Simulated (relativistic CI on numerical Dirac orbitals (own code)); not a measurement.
# Energy levels of Pr XXX

These numbers are calculated, not measured: Dirac-Coulomb-Breit CI, KLI orbitals optimised for each configuration, model QED (radiative potential, 1s self-energy scaled to tabulated hydrogen-like ionisation energies), unscaled Slater integrals (own radial code, finite nucleus).

Configuration list (outside the closed core [Ar]): 3d¹⁰4s², 3d¹⁰4s4p, 3d¹⁰4p², 3d¹⁰4s4d, 3d¹⁰4d², 3d¹⁰4s4f, 3d¹⁰4p4d, 3d¹⁰4f², 3d¹⁰4p4f, 3d¹⁰4d4f, 3d¹⁰4s5s, 3d¹⁰4s5p, 3d¹⁰4s5d, 3d¹⁰4s5f, 3d¹⁰4s5g, 3d¹⁰4s6s, 3d¹⁰4s6p, 3d¹⁰4s6d, 3d¹⁰4s6f, 3d¹⁰4s7s, 3d⁹4s²4p, 3d⁹4s²4d, 3d⁹4s²4f, 3d⁹4s²5s, 3d⁹4s²5p, 3d⁹4s²5d. Double excitations out of closed p, d and f shells are left out; levels of such configurations are missing from the list, as are those of other unlisted configurations, and high levels can miss mixing partners. These lack a partner that the ground configuration has and come out too high: 3d⁹4s²4p, 3d⁹4s²4d, 3d⁹4s²4f, 3d⁹4s²5s, 3d⁹4s²5p.

```
No.  Configuration  Term  J   E (eV)    %  Next component (%)  Lifetime (s)
  1        3d¹⁰4s²    ¹S  0    0.000   99        1 3d¹⁰4p² ¹S              
  2       3d¹⁰4s4p   ³P°  0   55.114  100                                  
  3       3d¹⁰4s4p   ³P°  1   59.151   85              15 ¹P°      1.87e-10
  4       3d¹⁰4s4p   ³P°  2   84.469  100                          1.01e-05
  5       3d¹⁰4s4p   ¹P°  1   97.966   84              15 ³P°      6.45e-12
  6        3d¹⁰4p²    ³P  0  127.934   76               24 ¹S      1.47e-11
  7        3d¹⁰4p²    ³P  1  153.132  100                          7.59e-12
  8        3d¹⁰4p²    ¹D  2  153.876   62               33 ³P      1.43e-11
  9        3d¹⁰4p²    ³P  2  181.294   64               25 ¹D      7.00e-12
 10        3d¹⁰4p²    ¹S  0  191.839   75               24 ³P      5.35e-12
 11       3d¹⁰4s4d    ³D  1  192.014  100                          3.42e-12
 12       3d¹⁰4s4d    ³D  2  193.951   96                2 ¹D      3.63e-12
 13       3d¹⁰4s4d    ³D  3  197.922  100                          5.37e-12
 14       3d¹⁰4s4d    ¹D  2  209.085   82       12 3d¹⁰4p² ¹D      2.97e-12
 15       3d¹⁰4p4d   ³F°  2  250.185   78              18 ¹D°      2.64e-11
 16       3d¹⁰4p4d   ³F°  3  261.389   72              14 ³D°      1.15e-11
 17       3d¹⁰4p4d   ³D°  1  262.373   59              21 ³P°      2.45e-12
 18       3d¹⁰4p4d   ³P°  2  262.911   45              28 ³D°      5.14e-12
 19       3d¹⁰4p4d   ¹D°  2  284.159   43              39 ³D°      3.06e-12
 20       3d¹⁰4p4d   ³F°  4  284.425   97      3 3d¹⁰4s4f ³F°      2.22e-11
 21       3d¹⁰4p4d   ³D°  3  286.647   38              28 ¹F°      2.83e-12
 22       3d¹⁰4p4d   ³P°  0  287.289  100                          2.84e-12
 23       3d¹⁰4p4d   ³P°  1  288.028   69              30 ³D°      2.64e-12
 24       3d¹⁰4p4d   ³P°  2  291.446   52              31 ³D°      3.47e-12
 25       3d¹⁰4p4d   ³D°  3  295.808   46              37 ¹F°      3.30e-12
 26       3d¹⁰4p4d   ¹P°  1  302.615   77              11 ³D°      3.23e-12
 27       3d¹⁰4s4f   ³F°  2  311.185   99      1 3d¹⁰4p4d ³F°      4.43e-12
 28       3d¹⁰4s4f   ³F°  3  311.776   98      2 3d¹⁰4p4d ³F°      4.39e-12
 29       3d¹⁰4s4f   ³F°  4  312.609   97      3 3d¹⁰4p4d ³F°      4.39e-12
 30       3d¹⁰4s4f   ¹F°  3  322.640   76     22 3d¹⁰4p4d ¹F°      2.63e-12
 31       3d¹⁰4p4f    ³G  3  372.308   71               18 ¹F      4.79e-12
 32       3d¹⁰4p4f    ³G  4  373.713   36               27 ¹G      1.04e-11
 33       3d¹⁰4p4f    ³F  2  374.360   51               19 ¹D      5.67e-12
 34       3d¹⁰4p4f    ³D  3  375.113   43               33 ³F      5.54e-12
 35        3d¹⁰4d²    ³F  2  390.193   79       9 3d¹⁰4p4f ³D      1.76e-12
 36        3d¹⁰4d²    ³F  3  392.364   81       7 3d¹⁰4p4f ³D      2.63e-12
 37        3d¹⁰4d²    ¹G  4  392.944   56      20 3d¹⁰4p4f ³G      4.58e-12
 38        3d¹⁰4d²    ³P  0  394.323   87               12 ¹S      1.86e-12
 39        3d¹⁰4d²    ¹D  2  394.607   56               22 ³P      2.58e-12
 40        3d¹⁰4d²    ³F  4  395.639   69      15 3d¹⁰4p4f ³G      4.05e-12
 41        3d¹⁰4d²    ³P  1  397.730  100                          2.17e-12
 42        3d¹⁰4d²    ³P  2  401.559   75               13 ¹D      2.79e-12
 43       3d¹⁰4p4f    ¹F  3  402.144   52               21 ³G      3.21e-12
 44       3d¹⁰4p4f    ³G  5  403.224  100                          4.21e-12
 45       3d¹⁰4p4f    ³F  4  405.484   46       27 3d¹⁰4d² ³F      2.43e-12
```

Energies count from the lowest computed level; ° marks odd parity; lifetimes are radiative, by E1, M1, E2, M2, E3 decay to levels of this space only; some are left blank where a channel outside the calculation adds to the decay or the decay crosses a small, uncertain gap.

The mean weight of the leading LS term, summed over parents, in these 45 levels is 75 %, and that of the leading jj configuration (from the same eigenvectors) 85 %, so jj coupling describes them better and the LS labels are nominal.

At this charge energies of transitions that change n are usually good to better than 1 %, and those within a shell (Δn = 0) to a few per cent.

LS names give the leading component of a level, which can be under half, so a name can repeat, a term be missing and a line seem to break the LS rules.
